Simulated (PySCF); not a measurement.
Compound: 4-chlorophenyl methyl sulfone, C7H7ClO2S.
Atom-mapped SMILES: `[CH3:1][S:2](=[O:3])(=[O:4])[c:5]1[cH:6][cH:7][c:8]([Cl:9])[cH:10][cH:11]1` (hydrogens: H12, H13, H14 on C1; H15 on C6; H16 on C7; H17 on C10; H18 on C11)

A GFN2-xTB structure was refined with PySCF, PBE0-D3(BJ)/def2-SVP geometry optimisation, gas phase. Its GFN2-xTB values:

| coordinate | GFN2-xTB |
| --- | --- |
| C1–S2 | 1.818 Å |
| C1–H12 | 1.082 Å |
| S2=O3 | 1.437 Å |
| S2–C5 | 1.797 Å |
| C5–C6 | 1.382 Å |
| C6–C7 | 1.384 Å |
| C6–H15 | 1.079 Å |
| C7–C8 | 1.389 Å |
| C7–H16 | 1.078 Å |
| C8–Cl9 | 1.723 Å |
| C1–S2–O3 | 108.3° |
| C1–S2–C5 | 102.8° |
| S2–C5–C6 | 119.1° |
| O3–S2–O4 | 118.5° |
| O3–S2–C5 | 108.8° |
| C5–C6–C7 | 119.5° |
| C6–C5–C11 | 121.4° |
| C6–C7–C8 | 119.1° |
| C1–S2–C5–C6 | -89° |

Task: How do these coordinates change at the PBE0-D3(BJ)/def2-SVP level?

Result: 
| coordinate | PBE0-D3(BJ)/def2-SVP (Å or °) | change |
| --- | --- | --- |
| C1–S2 | 1.785 | -0.033 |
| S2=O3 | 1.460 | +0.023 |
| C1–H12 | 1.097 | +0.015 |
| S2–C5 | 1.783 | -0.014 |
| C6–H15 | 1.092 | +0.013 |
| C7–H16 | 1.091 | +0.013 |
| C5–C6 | 1.393 | +0.011 |
| C6–C7 | 1.391 | +0.007 |
| C7–C8 | 1.396 | +0.007 |
| C8–Cl9 | 1.727 | +0.004 |
| O3–S2–O4 | 121.5 | +3.0 |
| C1–S2–O3 | 107.3 | -1.0 |
| O3–S2–C5 | 107.8 | -1.0 |
| C1–S2–C5 | 103.9 | +1.1 |
| C5–C6–C7 | 119.2 | -0.3 |
| C6–C7–C8 | 119.3 | +0.2 |
| C6–C5–C11 | 121.6 | +0.2 |
| S2–C5–C6 | 119.2 | +0.1 |
| C1–S2–C5–C6 | -92 | -3 |

The energy falls by 10.6 kJ/mol over 6 energy and gradient evaluations, the largest force component goes from 0.0320 to 2.2e-04 Eh/bohr, and the atoms move by 0.046 Å rms after alignment. The bond that changes most is C1–S2 (S-methyl carbon to sulfonyl sulfur), which shortens by 0.033 Å. Bonds longer at the end by more than 0.005 Å: 15 of 18; shorter: 2. Rotational constants go from 2535, 399.1, 375.9 to 2511, 399.6, 374.3 MHz.

The run used 197 basis functions and 44 SCF cycles in all. The run took 1.8 min wall on Intel Xeon 6975P-C, one thread, on a shared host, and the process peaked at 0.93 GiB of memory.

Whether it is a minimum is left open (no frequencies). One conformer, not necessarily the lowest.

Conformer computed: `[CH3:1][S:2](=[O:3])(=[O:4])[c:5]1[cH:6][cH:7][c:8]([Cl:9])[cH:10][cH:11]1`: C1–S2–C5–C6 -92°.
